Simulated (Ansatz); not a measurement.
Start from `N[SiH](F)CCl` and change one atom or group to get `N[SiH2]CCl`.

Ansatz, PBE0-D4/def2-TZVP geometries, multiplicity 1. Each molecule was computed in one conformer, which needn't be the lowest.

```
                                          property  `N[SiH](F)CCl`
                 LUMO energy (PBE/def2-TZVPP) / eV           -0.64
                 HOMO energy (PBE/def2-TZVPP) / eV           -6.61
              HOMO–LUMO gap (PBE0/def2-TZVPP) / eV            8.47
               HOMO energy (B3LYP/def2-TZVPP) / eV           -7.81
    size of the dipole moment (PBE/def2-TZVPP) / D            1.62
size of the dipole moment (ωB97M-V/def2-TZVPP) / D            1.61
```

(1) Give the same properties after the change, and the shifts. (Estimate.)

Results:

(1) Ansatz gave: 
```csv
property,`N[SiH2]CCl`,shift
LUMO energy (PBE/def2-TZVPP) / eV,-0.64,0.00
HOMO energy (PBE/def2-TZVPP) / eV,-6.06,0.55
HOMO–LUMO gap (PBE0/def2-TZVPP) / eV,7.79,-0.68
HOMO energy (B3LYP/def2-TZVPP) / eV,-7.23,0.58
size of the dipole moment (PBE/def2-TZVPP) / D,1.57,-0.05
size of the dipole moment (ωB97M-V/def2-TZVPP) / D,1.61,0.00
```

With PBE0 the HOMO rises by 0.62 eV and the LUMO falls by 0.06 eV, so the gap narrows by about 0.68 eV. PBE moves the HOMO by 0.55 eV and ωB97M-V by 0.59 eV. Dipoles are sizes alone; their direction can turn.

B3LYP here is the variant with VWN-RPA as its local correlation; programs differ in this.
